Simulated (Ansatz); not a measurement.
Ansatz (a program for electronic structure) job for C2H4ClNSi, SMILES C(#N)C[SiH2]Cl, PBE/def2-SVPD. Coordinates come from a B3LYP-D3(BJ)/def2-SVP optimisation. This is a generated structure with no PubChem entry under its InChIKey; it may be hypothetical. Other conformers were not sampled.

Ansatz 0.2 input:
```yaml
crystal:
  periodic: [false, false, false]
  atoms:
    - {symbol: N, position_ang: [2.76138928, -0.45732812, -0.31498727]}
    - {symbol: C, position_ang: [1.89927580, 0.31330702, -0.23571513]}
    - {symbol: C, position_ang: [0.78441542, 1.24325377, -0.15502995]}
    - {symbol: Si, position_ang: [-0.89247388, 0.43721507, -0.55388891]}
    - {symbol: Cl, position_ang: [-1.28400823, -1.01918808, 0.86398209]}
    - {symbol: H, position_ang: [0.73321330, 1.67993550, 0.85645999]}
    - {symbol: H, position_ang: [0.94137982, 2.07608585, -0.86306272]}
    - {symbol: H, position_ang: [-1.93465747, 1.49272661, -0.47655034]}
    - {symbol: H, position_ang: [-0.84903386, -0.18162924, -1.90071660]}
basis:
  gaussian:
    orbitals: def2-SVPD
hamiltonian:
  xc: {name: PBE}
```

Output:

```
WARN ansatz: RAYON_NUM_THREADS=1 ignored (pool sized by the plan → 1); use --threads N
Functional definition: PBE
integrals: 0.08 GiB planned
1273 factors; their error is unknown
mean field: 0.51 GiB planned
mean field evaluation 1: about -24000.8770 eV, gradient 5.4e1 eV
mean field evaluation 2: about -23987.9362 eV, gradient 8.6e1 eV
mean field evaluation 4: about -24007.7548 eV, gradient 5.4e0 eV
mean field evaluation 8: about -24007.8412 eV, gradient 1.3e-1 eV
mean field evaluation 16: about -24007.7906 eV, gradient 1.8e-4 eV
mean field -24007.79058766 eV, -882.2700310315 hartree, gradient 6.5e-5 eV, S^2 0.000000; 0 other end points of the search recorded, 0 dependent functions left out
reference -24007.79063974 eV, -882.2700329455 hartree; 27, 27 occupied and 116, 116 virtual orbitals, 1273 factors
Total energy: -24007.79063974 eV, -882.2700329455 hartree
```

The run converged.

Cost: around 4 core-seconds (rough).
